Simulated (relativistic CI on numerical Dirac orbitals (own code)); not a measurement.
## Ag⁴⁺: L2,3 absorption edge

Computed with this model: Dirac-Coulomb-Breit CI, orbitals from a KLI potential per configuration, a model potential for QED, valence Slater integrals scaled by 0.8, multiplet model of core-to-valence dipole absorption; configurations [Kr] 4d7 → [He] 2s2 2p5 3s2 3p6 3d10 4s2 4p6 4d8; 10 K; Lorentzian 1.6 eV and Gaussian 0.5 eV FWHM. Energies are those of the free ion, without screening or charge transfer. The branching ratio is the share of the lower-energy edge in the whole absorption, uncertain by about 0.02 where the edges overlap. S is read from ⟨S²⟩ = S(S + 1).

Field parameters in Wybourne normalisation: D3d B²₀ = −7Dσ, B⁴₀ = −14Dq − 21Dτ, B⁴₃ = −14√(10/7) Dq. The field is a parameter set, without covalency.

free ion: ground-state S = 1.47, centroid 3370.38 eV, branching ratio 0.908. Peaks (eV, height): 3354.2 (100), 3527.5 (13).

D3d, 10Dq = 19650, Dσ = -1200, Dτ = 270 cm⁻¹: ground-state S = 0.72, centroid 3383.69 eV, branching ratio 0.834. Peaks (eV, height): 3355.2 (100), 3528.5 (19).

The statistical ratio of this edge is 2/3 = 0.667. Values above it arise where the holes sit mainly in the j = l + 1/2 valence subshell or the ground state has high spin; values below it where core-valence Coulomb terms move weight to the upper edge, as in nearly empty shells. At deep edges of heavy elements the radial integrals of the two core levels differ, which raises the baseline.

Strongest unbroadened transitions for D3d, 10Dq = 19650, Dσ = -1200, Dτ = 270 cm⁻¹:

```
Energy (eV)  Relative strength
    3353.67               53.3
    3353.70               77.7
    3353.88               64.2
    3354.97               16.1
    3355.13               27.4
    3355.18               84.7
    3355.23              100.0
    3355.54               26.3
    3355.56               14.2
    3356.31               11.2
    3356.65               11.6
    3356.66               10.1
    3356.92                7.4
    3526.72                9.9
    3526.75               14.6
    3528.36               29.6
    3528.38               18.4
    3529.76               25.3
```
